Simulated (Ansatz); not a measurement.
C2H6B, SMILES `C[B-]C` (lower singlet) (charge -1, multiplicity 1). This singlet lies 0.67 eV below the relaxed triplet at the level frozen-core CCSD(T)/aug-cc-pVDZ // B3LYP-D3(BJ)/def2-TZVPD (Ansatz, a quantum-chemistry and plane-wave program).

Method: Ansatz with frozen-core CCSD(T)/aug-cc-pVDZ // B3LYP-D3(BJ)/def2-TZVPD.

Ansatz 0.2 input:
```yaml
crystal:
  periodic: [false, false, false]
  atoms:
    - { symbol: C, position_ang: [-1.304986, -0.102354, -0.024314] }
    - { symbol: B, position_ang: [0.012532, -0.783919, -0.583568] }
    - { symbol: C, position_ang: [1.307409, -0.014187, -0.089808] }
    - { symbol: H, position_ang: [-2.255574, -0.529395, -0.341429] }
    - { symbol: H, position_ang: [-1.269745, -0.155085, 1.08312] }
    - { symbol: H, position_ang: [-1.310156, 0.976697, -0.286373] }
    - { symbol: H, position_ang: [1.22066, 1.067777, -0.324942] }
    - { symbol: H, position_ang: [2.266177, -0.365391, -0.46926] }
    - { symbol: H, position_ang: [1.340138, -0.092509, 1.016059] }
basis:
  gaussian: { orbitals: aug-cc-pVDZ }
correlation:
  method: ccsd_t
total_charge: -1
```

Output:

```
Functional definition: HF
1208 factors; integrals over basis functions are off by at most 1.1e-3 eV
mean field evaluation 1: about -2822.6088 eV, gradient 2.4e1 eV
mean field evaluation 2: about -2822.6090 eV, gradient 2.4e1 eV
mean field evaluation 4: about -2824.9457 eV, gradient 3.9e0 eV
mean field evaluation 8: about -2825.0369 eV, gradient 4.6e-3 eV
mean field evaluation 16: about -2825.0357 eV, gradient 2.6e-1 eV
mean field evaluation 32: about -2819.1489 eV, gradient 1.2e0 eV
mean field -2825.03692132 eV, -103.8181919797 hartree, gradient 2.6e-6 eV, S^2 0.000000; 0 other end points of the search recorded, 0 dependent functions left out; unrestricted orbitals would lower it
3 core orbitals not correlated
reference -2825.03692132 eV, -103.8181919797 hartree; 9, 9 occupied and 111, 111 virtual orbitals, 1208 factors
second order -11.21880006 eV of doubles, -0.00000000 eV of singles
cycle   1  -12.00806639 eV  change   -7.9e-1 eV  update   1.0e-1
cycle   2  -12.30606097 eV  change   -3.0e-1 eV  update   4.1e-2
cycle   3  -12.44846935 eV  change   -1.4e-1 eV  update   3.1e-2
cycle   4  -12.45574909 eV  change   -7.3e-3 eV  update   1.3e-2
cycle   5  -12.44541814 eV  change    1.0e-2 eV  update   7.7e-3
cycle   6  -12.44445695 eV  change    9.6e-4 eV  update   4.0e-3
cycle   7  -12.44465429 eV  change   -2.0e-4 eV  update   1.8e-3
cycle   8  -12.44480626 eV  change   -1.5e-4 eV  update   7.8e-4
cycle   9  -12.44491751 eV  change   -1.1e-4 eV  update   3.6e-4
cycle  10  -12.44483830 eV  change    7.9e-5 eV  update   1.5e-4
cycle  11  -12.44477246 eV  change    6.6e-5 eV  update   6.5e-5
cycle  12  -12.44478504 eV  change   -1.3e-5 eV  update   2.8e-5
cycle  13  -12.44479531 eV  change   -1.0e-5 eV  update   1.3e-5
cycle  14  -12.44480516 eV  change   -9.9e-6 eV  update   7.1e-6
perturbative correction -0.48505768 eV, -0.0178255411 hartree
Total energy: -2837.96678417 eV, -104.2933556751 hartree
```
